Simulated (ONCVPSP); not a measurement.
What one change does to a pseudopotential (sulfur (S), ONCV)

```
Element                 : S
Generator               : ONCVPSP 4.0.1
Type                    : optimised norm-conserving Vanderbilt (ONCV)
Functional              : PBEsol
Relativity              : scalar-relativistic
Frozen core             : [Ne]
Valence charge          : 6
Reference configuration : 3s2 3p2 (charge +2)
Partial waves           : 3s: rc 1.00 bohr, ncon 3, nbas 7, qcut 8.3 1/bohr, 2 projectors, debl 3.8 Ha; 3p: rc 1.00 bohr, ncon 4, nbas 8, qcut 6.9 1/bohr, local
Local potential         : the p channel
Core correction         : none
```

Change: core [He], valence charge 14; reference 2s2 2p6 3s2 3p4; waves now 2s+3s: rc 0.70 bohr, ncon 4, nbas 8, qcut 17.1 1/bohr, 2 projectors; 2p+3p: rc 0.85 bohr, ncon 4, nbas 8, qcut 13.4 1/bohr, 2 projectors; local potential polynomial inside 0.60 bohr (lpopt 3, dvloc0 -1 Ha).

Cutoffs: the cutoffs (Ha) at which the residual kinetic energy of the hardest occupied pseudo-wave falls to 1 and 0.1 mHa per electron; they do not see the model core or the augmentation charge, which bear on the density cutoff. Errors are all-electron minus pseudo energies relative to the spin-unpolarised reference configuration.

What does the change do?

The potential gets neither clearly harder nor softer (192 Ha and 229 Ha → 113 Ha and 281 Ha); the bound ghost in s disappears. Several settings change at once here, so the effects cannot be laid on one of them.

```tsv
quantity	base	changed
cutoff, loose	192 Ha	113 Ha
cutoff, tight	229 Ha	281 Ha
loose cutoff by channel	s 39 Ha, p 192 Ha	s 101 Ha, p 113 Ha
bound ghosts	s	none
GHOST(+) flags under 300 eV	none	none
largest error over its own tests, meV	+76	+13
```

 A true bound ghost makes a file unfit for plane-wave use even where its test errors are small: the radial tests pick states by their node count and pass the ghost by.
